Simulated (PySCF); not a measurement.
# How a change of structure moves an absorption spectrum

Method used: TDDFT CAM-B3LYP/def2-SVPD, vertical, gas phase, core orbitals frozen in the response, def2 core potentials past Kr in PySCF 2.14.0, density-fitted response routines. Geometries: PBE0-D3(BJ)/def2-SVP; one conformer of each isolated species. Triplets are in the Tamm–Dancoff approximation. 'Strongest' means the level of largest summed f among the lowest 10 singlets; it needn't be the same kind of state in each. Atoms past krypton carry core potentials; spin–orbit coupling is left out.

Parent: WO2Cl2, `[O]=[W](=[O])([Cl])[Cl]`, with lowest singlet excitation energy 4.91 eV, mean static polarisability 70.1 au, oscillator strength of the strongest level 0.04, HOMO energy -11.36 eV. Its spectrum: 253 nm (f 0.004); 241 nm (f 0.000); 234 nm (f 0.000); 226 nm (f 0.038); 217 nm (f 0.000).

Problem. Give the shifts from the parent for: ligand (both): Cl to OSiMe3 (`C[Si](C)(C)[O][W](=[O])(=[O])[O][Si](C)(C)C`); ligand (both): Cl to OtBu (`CC(C)(C)[O][W](=[O])(=[O])[O]C(C)(C)C`); ligand (both): Cl to OiPr (`CC(C)[O][W](=[O])(=[O])[O]C(C)C`).

Solution. 

| change | SMILES | Δ S1 (eV) | Δ α (au) | Δ f (strongest) | Δ HOMO (eV) |
| --- | --- | --- | --- | --- | --- |
| ligand (both): Cl to OSiMe3 | C[Si](C)(C)[O][W](=[O])(=[O])[O][Si](C)(C)C | +0.74 | +101.5 | +0.03 | +1.52 |
| ligand (both): Cl to OtBu | CC(C)(C)[O][W](=[O])(=[O])[O]C(C)(C)C | +0.78 | +80.3 | -0.01 | +1.55 |
| ligand (both): Cl to OiPr | CC(C)[O][W](=[O])(=[O])[O]C(C)C | +0.73 | +56.1 | -0.02 | +1.47 |

All changes raise S1, and it rises most with ligand (both): Cl to OtBu (+0.78 eV). S1 is simply the lowest singlet of each species and needn't be the same kind of state throughout.
